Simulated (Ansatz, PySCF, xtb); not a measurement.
Energy difference R1 → P1, each structure at its B3LYP-D3(BJ)/def2-TZVP stationary point, reached from a drawn start; harmonic modes at that level show minima.
R1, H2OSi (SMILES O=[SiH2]) (charge 0, multiplicity 1, Z-matrix in Å and degrees):
```
Si
O 1 1.5195
H 1 1.4808 2 124.04
H 1 1.4808 3 111.91 2 180.00
```
P1, H2OSi (SMILES O[SiH]) (charge 0, multiplicity 1):
```csv
atom,x (Å),y (Å),z (Å)
Si,-0.2859,0.8664,-0.0989
O,0.5044,-0.5879,0.0737
H,-1.6843,0.2487,-0.0624
H,1.4657,-0.5271,0.0875
```

P less R. No zero-point or thermal terms.

Correlated levels freeze the cores.

Run with Ansatz (a program for electronic structure) with Gaussian orbitals; PySCF for the D3/D4 terms; xtb for the GFN methods. No computed number here is a measurement.

```json
[
 {"level": "GFN1-xTB", "reaction energy (kJ/mol)": "185.4"},
 {"level": "HF/cc-pV(T+d)Z", "reaction energy (kJ/mol)": "-22.1"},
 {"level": "HF/cc-pV(Q+d)Z", "reaction energy (kJ/mol)": "-21.0"},
 {"level": "B97M-V/def2-TZVPP", "reaction energy (kJ/mol)": "-5.2"},
 {"level": "B2PLYP-D3(BJ)/def2-TZVPP", "reaction energy (kJ/mol)": "3.7"},
 {"level": "SCS-MP2/cc-pV(T+d)Z", "reaction energy (kJ/mol)": "7.6"},
 {"level": "CCSD/cc-pV(D+d)Z", "reaction energy (kJ/mol)": "-15.9"},
 {"level": "CCSD(T)/cc-pV(D+d)Z", "reaction energy (kJ/mol)": "-9.6"},
 {"level": "CCSD(T)/cc-pV(Q+d)Z", "reaction energy (kJ/mol)": "[?]"}
]
```

Task: Fill in the missing entries.

Result: 
- CCSD(T)/cc-pV(Q+d)Z, reaction energy (kJ/mol): -4.5
